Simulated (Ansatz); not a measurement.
Consider the cleavage of the Al–Ge bond: `O=[CH][GeH2][AlH2]` + `O=CN[SiH3]` → `O=C[N]([AlH2])[SiH3]` + `O=[CH][GeH3]`.

Computed with Ansatz on PBE0-D4/def2-TZVP structures; ΔE is electronic, products minus reactants. CCSD(T)/CBS adds triple-zeta CCSD(T) − MP2 to the extrapolated MP2 energy (def2 sets, frozen cores). Functionals use def2-TZVPP. For Ge outer-core shells are correlated without core-valence functions, which leaves a few kJ/mol of doubt a bond. Scalar relativity is left out up to krypton. One conformer a species, not always the lowest.

```csv
species,r2SCAN-D4 energy (Eh)
`O=[CH][GeH2][AlH2]`,-2435.68170
`O=CN[SiH3]`,-460.57376
`O=C[N]([AlH2])[SiH3]`,-703.60050
`O=[CH][GeH3]`,-2192.67523
```

Question: Work out ΔE.

Answer: ΔE = (-703.60050) + (-2192.67523) − (-2435.68170) − (-460.57376) = -0.02027 Eh = -0.55 eV. CCSD(T)/CBS gives -0.63 eV.

Largest T1 diagnostic among the species: 0.015.

The D4 term adds −0.06 eV with B3LYP and −0.03 eV with PBE0; it sums over pairs of atoms, weighted by their polarisabilities, and B3LYP, whose exchange is more repulsive, gets the larger term. From PBE to PBE0 (25 % exact exchange), in def2-TZVPP and without D4, ΔE moves by −0.05 eV.

B3LYP here is the variant with VWN-RPA as its local correlation; programs differ in this.
